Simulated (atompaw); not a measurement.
tellurium: one change to a PAW (atompaw) potential, before and after

* Element: Te (Z = 52)
* Generator: atompaw 4.2.0.5
* Type: PAW
* Functional: PBE
* Relativity: scalar-relativistic
* Frozen core: [Kr] 4d10
* Valence charge: 6
* Reference configuration: 5s2 5p4
* Partial waves: 5s (bound): rc 1.90 bohr; 5s channel at 2.25 Ry: rc 1.60 bohr; 5p (bound): rc 1.90 bohr; 5p channel at 2.55 Ry: rc 1.90 bohr
* Local potential: bessel scheme, radius 1.55 bohr
* Core correction: smooth core density matched at 1.05 bohr
* Augmentation charge: besselshape compensation charge, radius 1.55 bohr; PAW radius 1.90 bohr; waves and projectors: custom rrkj vanderbiltortho

Change: wave 5p channel at 2.55 Ry: rc 1.90 bohr becomes 5p channel at 2.55 Ry: rc 1.64 bohr.

Cutoffs: the cutoffs (Ry, on a coarse ladder) from which the occupation-weighted sum of valence levels, in a spherical-Bessel basis at the reference potential, stays within 10 and 1 mRy of its value at 400 Ry; they do not see the model core or the augmentation charge, which bear on the density cutoff.

Problem. What does the change do?

Solution. The potential gets harder (12 Ry and 21 Ry → 12 Ry and 25 Ry); both files keep a bound ghost (d).

```csv
quantity,base,changed
"cutoff, loose",12 Ry,12 Ry
"cutoff, tight",21 Ry,25 Ry
loose cutoff by channel (10 mRy a level),"s 8 Ry, p 6 Ry","s 8 Ry, p 10 Ry"
bound ghosts,d,d
s: phases at 1.91 bohr within 0.05 rad from the reference energy up to (Ry; the scan ends near 5),to the end of the scan,to the end of the scan
p: phases at 1.91 bohr within 0.05 rad from the reference energy up to (Ry; the scan ends near 5),to the end of the scan,to the end of the scan
lowest overlap eigenvalue by channel,"s 0.07, p 0.55","s 0.07, p 0.81"
```

 A true bound ghost makes a file unfit for plane-wave use even where its test errors are small: the radial tests pick states by their node count and pass the ghost by. The cutoffs see the waves, projectors and local potential, not the compensation charge or the core.
